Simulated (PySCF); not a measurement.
Compound: C3H5FO2Si.
Atom-mapped SMILES: `[F:1][C@H:2]1[CH:3]=[C:4]([O:5][SiH3:6])[O:7]1`

NICS = −σ at a ghost point: NICS(0) at the centroid of the ring atoms, NICS(1) 1 Å to either side along the normal of their mean plane, zz for the tensor component along that normal. Level: GIAO PBE0/pcSseg-1 (PySCF, non-relativistic, gas phase) on the GFN2-xTB geometry, one conformer.

Ring bond lengths (Å), with Mayer bond orders in brackets: C2–C3 1.504 (1.02), C3–C4 1.339 (1.64), C4–O7 1.393 (0.97), O7–C2 1.433 (0.89).

What do the NICS probes read (ppm)?

```json
{"ring": "C2–C3–C4–O7", "type": "4-membered ring with O; formal bonds 1 double, 3 single", "NICS(0)": "-7.5", "NICS(1), two faces": "-1.3 / -2.5", "NICS(1)zz, two faces": "2.3 / -0.1", "rms pucker (Å)": "0.00", "centre to ring atoms, mean (Å)": "1.00"}
```

What do they say, and how far can they be read as aromaticity?

- C2–C3–C4–O7: mean NICS(1)zz 1.1 ppm, near zero. C2 has four or more neighbours, and the NICS criterion for π rings isn't applied. NICS(0) lies 6 ppm below the mean NICS(1).

What is the mean of the two in-plane components of NICS at the first NICS(1) probe listed for ring C2–C3–C4–O7, 1 Å off the ring?

The isotropic value is a third of the trace: (3 × -1.3 − (2.3))/2 = -3.1 ppm.

Give the inner angles of the rings and the Hirshfeld charges of the ring atoms.

- C2–C3–C4–O7: C2 88.7° (+0.123 e), C3 86.5° (-0.155 e), C4 97.5° (+0.150 e), O7 87.3° (-0.159 e); sum 360.0° against 360° for a flat convex ring.

How shielded are the nuclei of the rings and their hydrogens (means over atoms taken as equivalent)?

```json
{"atoms": "C2", "environment": "sp3 C–F carbon", "σ isotropic (ppm)": "79.9"}
{"atoms": "C3", "environment": "alkene CH carbon", "σ isotropic (ppm)": "103.7"}
{"atoms": "C4", "environment": "vinylic carbon bearing oxygen", "σ isotropic (ppm)": "18.2"}
{"atoms": "O7", "environment": "cyclic ether oxygen", "σ isotropic (ppm)": "130.5"}
{"atoms": "H on C2", "environment": "methine hydrogen", "σ isotropic (ppm)": "25.41"}
{"atoms": "H on C3", "environment": "vinylic hydrogen", "σ isotropic (ppm)": "27.31"}
```

On one thread of an Arm Neoverse V1 (shared host), this took 17 s wall and 0.71 GiB of memory at its peak. This is the whole shielding run at PBE0/pcSseg-1, SCF included.

The values belong to the conformer `[F:1][C@H:2]1[CH:3]=[C:4]([O:5][SiH3:6])[O:7]1`: C3–C4–O5–Si6 180°.
